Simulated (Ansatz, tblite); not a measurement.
Removing and adding an electron: Ge18BH28, a doped nanocrystal cut from the lattice of germanium (B on an inner site). Charge 0, multiplicity 2. Geometry: PBE-D4/def2-SVP. Ansatz, gas phase; energy differences of separate SCF runs; the oxidised species was run as a singlet alone; the reduced species was run as a singlet alone.

| atom | x (Å) | y (Å) | z (Å) |
| --- | --- | --- | --- |
| Ge1 | 1.910 | 0.653 | -0.874 |
| Ge2 | -2.423 | 1.310 | -3.458 |
| Ge3 | 3.093 | 1.403 | 2.826 |
| Ge4 | -1.113 | 1.603 | 0.335 |
| Ge5 | 3.660 | -2.209 | 1.129 |
| Ge6 | -0.696 | -1.536 | -1.414 |
| Ge7 | -0.033 | -0.770 | 1.824 |
| Ge8 | -4.373 | -0.472 | -0.414 |
| Ge9 | 2.943 | 2.345 | 0.570 |
| Ge10 | 3.542 | -1.173 | -1.080 |
| Ge11 | 4.525 | -0.588 | 2.751 |
| Ge12 | -1.389 | 2.808 | -1.829 |
| Ge13 | -1.008 | -0.667 | -3.691 |
| B14 | 0.099 | -0.072 | -0.186 |
| Ge15 | -4.616 | 0.653 | -2.581 |
| Ge16 | 0.884 | 0.670 | 3.590 |
| Ge17 | -3.392 | 1.152 | 1.134 |
| Ge18 | 1.395 | -2.813 | 1.817 |
| Ge19 | -2.878 | -2.392 | -0.693 |
| H20 | 1.770 | 1.262 | -2.308 |
| H21 | -2.586 | 2.091 | -4.801 |
| H22 | 3.706 | 2.416 | 3.843 |
| H23 | -0.377 | 2.581 | 1.306 |
| H24 | 4.532 | -3.505 | 1.135 |
| H25 | 0.279 | -2.751 | -1.553 |
| H26 | -1.479 | -1.233 | 2.191 |
| H27 | -5.790 | -0.903 | 0.081 |
| H28 | 4.378 | 2.703 | 0.078 |
| H29 | 2.116 | 3.664 | 0.605 |
| H30 | 4.949 | -0.641 | -1.481 |
| H31 | 3.093 | -2.217 | -2.143 |
| H32 | 5.972 | -0.185 | 2.335 |
| H33 | 4.601 | -1.253 | 4.158 |
| H34 | 0.002 | 3.348 | -2.270 |
| H35 | -2.310 | 4.024 | -1.491 |
| H36 | 0.352 | -0.284 | -4.344 |
| H37 | -1.716 | -1.707 | -4.609 |
| H38 | -5.515 | 1.917 | -2.436 |
| H39 | -5.298 | -0.304 | -3.603 |
| H40 | -0.050 | 1.864 | 3.936 |
| H41 | 1.039 | -0.202 | 4.874 |
| H42 | -4.190 | 2.489 | 1.060 |
| H43 | -3.424 | 0.660 | 2.609 |
| H44 | 0.725 | -3.876 | 0.900 |
| H45 | 1.355 | -3.330 | 3.290 |
| H46 | -3.485 | -3.352 | -1.761 |
| H47 | -2.780 | -3.181 | 0.645 |

The xTB rows come from tblite. Single mean-field runs in def2-TZVP are fitted with def2-universal-jkfit.

```
               level  −HOMO (eV)  vertical IE (eV)  −LUMO (eV)  vertical EA (eV)  HOMO–LUMO gap (eV)  IE − EA (eV)
            GFN1-xTB           –             12.46           –              9.77                   –          2.69
            GFN2-xTB           –             11.07           –              7.96                   –          3.11
    PBE-D4/def2-TZVP        5.59              7.22        5.16              3.64                0.43          3.57
   PBE0-D4/def2-TZVP        6.54              7.55        4.65              3.77                1.89          3.78
r2SCAN0-D4/def2-TZVP        6.76              7.69        4.58              3.76                2.18          3.93
```

   HOMO and LUMO are the levels of the spin that leaves or enters (xTB has no such levels and no spin-polarisation term). Other spin states of the ions may lie lower, which would lower the ionisation energy or raise the affinity. Raw xTB energy differences between charge states are shifted by several eV; the methods need an empirical correction for them. Sets without diffuse functions give affinities that are too small.
